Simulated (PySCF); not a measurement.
An unknown is described by computed data only.

Formula: C5H10O4.

* UV, first state: lowest singlet excitation: 7.76 eV (160 nm, f = 0.028) [TDDFT PBE0/def2-SVPD]
* Valence photoelectron: vertical ionisation energy: 10.10 eV [ΔSCF PBE0/def2-SVPD]
* Polarisability: 77.2 au [PBE0/def2-SVPD]
* Dipole: 2.79 D [PBE0/def2-SVPD]
* Triplet: lowest triplet excitation (Tamm–Dancoff): 7.51 eV [TDA PBE0/def2-SVPD]
* 13C NMR: chemical shifts (computed TMS as zero) by class: 118.5 (1 C), 95.7 (2 C), 65.0 (1 C), 16.6 (1 C) ppm [GIAO PBE/pcSseg-1]
* Rotational structure: rotational constants A, B, C: 4.635, 0.926, 0.810 GHz [PBE0-D3(BJ)/def2-SVP]

Gas-phase values; electronic properties from PySCF, density fitting. Levels stand in brackets. The structure is a single PBE0-D3(BJ)/def2-SVP conformer in the gas phase; no vibrational or solvent corrections. NMR values are class means; diastereotopic atoms form classes of their own.

Question: Give a SMILES that accounts for the data.

Answer: Numbering: `[CH3:1][CH2:2][O:3][CH:4]1[O:5][CH2:6][O:7][CH2:8][O:9]1`. Its formula, C5H10O4, gives 1 degree of unsaturation: 1 ring and 0 π bonds in the structure found. 5 carbons fall into 4 classes; from least to most shielded: sp3 carbon bearing three or more oxygens [C4] (118.5 ppm), sp3 carbon bearing two oxygens [C6/C8] (95.7 ppm, 2 C), chain sp3 carbon bound to oxygen [C2] (65.0 ppm), methyl carbon [C1] (16.6 ppm). The first electron is taken from the HOMO, whose largest Löwdin shares are 0.46 on the ether oxygen, 0.11 on the sp3 carbon bound to oxygen, 0.09 on a cyclic ether oxygen and 0.08 on the sp3 carbon bearing three or more oxygens. The optimised geometry has point group C1 and is an asymmetric top. Structure: `CCOC1OCOCO1`. The assignments are read from this structure; whether some other isomer fits the data as well wasn't checked.
